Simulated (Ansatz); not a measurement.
Relaxation of AlBClH$_{5}$O$_{3}$ (11 atoms, charge 0, multiplicity 1), to a largest force component of 0.03 eV/Å in at most 50 steps.

Computed with Ansatz, RKS PBE/def2-SVP.

```xyz
11
Properties=species:S:1:pos:R:3:forces:R:3
B 0.268 0.537 -0.445 0.84 1.38 -0.25
O -0.091 0.606 2.170 -0.14 0.03 0.92
H -0.136 -0.207 2.702 -0.01 -0.03 0.01
Cl 1.174 -0.647 -1.452 -0.03 0.05 0.01
O -1.077 0.244 -0.193 -0.03 -0.02 0.04
H -1.353 -0.605 -0.586 -0.02 -0.02 -0.02
O 0.808 1.651 0.105 -0.22 -1.11 -1.04
Al 1.459 1.748 1.773 -0.05 0.02 -0.04
H 2.711 0.805 2.104 0.01 -0.01 0.03
H 1.256 3.174 2.461 0.00 0.00 0.00
H -0.661 0.519 1.344 -0.35 -0.28 0.35
```

Problem. Where does it end, and by what steps?

Solution. It converged. After 12 steps the energy has fallen by 0.511 eV; Cl4 moved furthest, 1.22 Å.

```tsv
step	energy less start (eV)	largest force component (eV/Å)	accepted
0	0.0000	1.378	yes
1	-0.1967	1.001	yes
2	-0.2755	0.475	yes
3	-0.3643	0.395	yes
4	-0.4097	0.548	yes
5	-0.4431	0.519	yes
6	-0.4599	0.414	yes
7	-0.4858	0.348	yes
8	-0.5041	0.116	yes
9	-0.5081	0.177	yes
10	-0.5100	0.050	yes
11	-0.5105	0.034	yes
12	-0.5109	0.013	yes
```

```xyz
11
Properties=species:S:1:pos:R:3
B 0.458 0.415 -0.602
O -0.261 0.729 2.407
H -0.077 -0.041 2.979
Cl 0.673 0.024 -2.340
O -0.747 -0.029 -0.014
H -1.344 -0.481 -0.637
O 1.346 1.067 0.126
Al 1.406 1.661 1.828
H 2.488 0.894 2.730
H 1.105 3.223 1.944
H -0.688 0.364 1.562
```

Whether the end is a true minimum wasn't checked by a vibrational analysis.

The run took 21 s on 4 threads of Arm Neoverse V2, on a shared host, peak memory 0.17 GiB.
